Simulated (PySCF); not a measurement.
Species: C7H11F.
Atom-mapped SMILES: `[CH3:1][C@@H:2]1[CH2:3][CH:4]=[C:5]([F:6])[CH2:7][CH2:8]1` (hydrogens: H9, H10, H11 on C1; H12 on C2; H13, H14 on C3; H15 on C4; H16, H17 on C7; H18, H19 on C8)

Cartesian coordinates in Å at the GFN2-xTB level; atoms count from 1:
```
atom  x, y, z in Å
C1    -2.197   -0.350    0.459
C2    -0.693   -0.100    0.492
C3    -0.366    1.305   -0.019
C4     1.100    1.492   -0.254
C5     1.934    0.470   -0.315
F6     3.261    0.685   -0.523
C7     1.565   -0.969   -0.171
C8     0.058   -1.133   -0.350
H9    -2.432   -1.328    0.872
H10   -2.723    0.403    1.042
H11   -2.568   -0.313   -0.563
H12   -0.344   -0.182    1.527
H13   -0.900    1.488   -0.959
H14   -0.716    2.054    0.696
H15    1.463    2.500   -0.386
H16    2.114   -1.555   -0.912
H17    1.874   -1.322    0.818
H18   -0.240   -2.143   -0.061
H19   -0.200   -0.993   -1.401
```

The closed-shell SCF was solved with PySCF and density fitting under several settings on one GFN2-xTB geometry (grid level 2 and gas phase unless stated).

```csv
settings,basis functions,SCF cycles,E (Eh),HOMO (eV),LUMO (eV),dipole (D)
PBE0/pcSseg-1,191,14,-372.7336,-6.87,0.72,1.97
PBE0/def2-SVPD,251,14,-372.5286,-6.90,0.50,2.04
"BLYP/pcSseg-1, damping 0.3 at the start, DIIS from the seventh cycle, fitting basis def2-universal-jkfit",191,17,-372.9996,-5.51,-0.14,1.79
"KT2/pcSseg-1, energy threshold 1e-11 Eh",191,13,-379.2964,-5.69,-0.27,1.85
"PBE0/pcseg-1, start guess vsap",167,14,-372.6986,-6.89,0.70,2.02
"HCTH407/6-311G**, IEF-PCM dimethylsulfoxide, fitting basis def2-qzvpp-jkfit",210,11,-373.2684,-5.67,-0.18,2.18
```

Question: Estimate the rows for these settings: (1) HCTH407/STO-3G, fitting basis def2-qzvpp-jkfit; (2) PBE0/pcSseg-0; (3) KT3/pcSseg-0, damping 0.2 at the start, DIIS from the seventh cycle.

Answer: 
| settings | basis functions | SCF cycles | E (Eh) | HOMO (eV) | LUMO (eV) | dipole (D) |
| --- | --- | --- | --- | --- | --- | --- |
| HCTH407/STO-3G, fitting basis def2-qzvpp-jkfit | 51 | 10 | -368.5702 | -3.06 | 2.81 | 0.85 |
| PBE0/pcSseg-0 | 94 | 13 | -371.9401 | -6.93 | 0.84 | 2.10 |
| KT3/pcSseg-0, damping 0.2 at the start, DIIS from the seventh cycle | 94 | 17 | -377.9934 | -5.75 | -0.16 | 1.95 |

Question: Over all rows, what range does the HOMO–LUMO gap span?

Answer: From 5.37 eV (BLYP/pcSseg-1, damping 0.3 at the start, DIIS from the seventh cycle, fitting basis def2-universal-jkfit) to 7.77 eV (PBE0/pcSseg-0). The functional of the narrowest has no exact exchange, that of the widest 25 % exact exchange.

Question: Compare two rows with the functional PBE0: PBE0/pcseg-1, start guess vsap and PBE0/def2-SVPD. Which energy is lower, and by how much?

Answer: PBE0/pcseg-1, start guess vsap (167 functions) lies 0.1700 Eh or 107 kcal/mol below PBE0/def2-SVPD (251 functions). The smaller set gives the lower energy; the two sets aren't nested, so the variational bound doesn't order them by size.

Cycle counts include a coarse-grid stage where the run had one. All basis functions are spherical, in the Pople sets too. KT2 and KT3 were designed for NMR shieldings or shifts; total energies of different functionals aren't comparable. The structure is a single GFN2-xTB conformer; no vibrational corrections.
